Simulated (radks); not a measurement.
Numerical settings for the thallium ion Tl3+, [Xe] 4f14 5d10. All-electron calculation, scalar-relativistic Kohn-Sham, BLYP, spin-polarised, spherical densities, point nucleus. Program: a radial shooting solver on a logarithmic mesh with Libxc functionals. The defaults (mesh step 0.008 in ln r, mesh end at 40 bohr or more with all orbitals vanishing there, Anderson mixing 0.5 over 9 steps, residual threshold near 1e-9 with the energy settled to 1e-9 hartree or 1e-11 of itself, here a cap of 93 iterations) give E = -20244.927 hartree and 5d at -44.167 eV in 15 iterations. Run on one thread of a shared host, so times are rough (Intel(R) Xeon(R) Platinum 8559C): 0.31 s of CPU time, 0.31 s wall, 15 iterations on 2501 mesh points. One setting is changed at a time: mesh step in ln r 0.12; mesh step in ln r 0.05; mesh step in ln r 0.005; mesh end (bohr) 20; mesh end (bohr) 5; residual threshold 0.1; residual threshold 1e-05; mixing 0.01; linear mixing, mixing 0.5; linear mixing, mixing 0.05; mixing history 2; iteration cap 3. Which runs fail to converge, and which converge to a wrong energy?

Answer. Not converged within the cap: mesh step in ln r 0.12; linear mixing, mixing 0.05; iteration cap 3. Settings that end as converged yet miss the energy by more than 1 mhartree: mesh end (bohr) 5 (+0.00116 hartree).
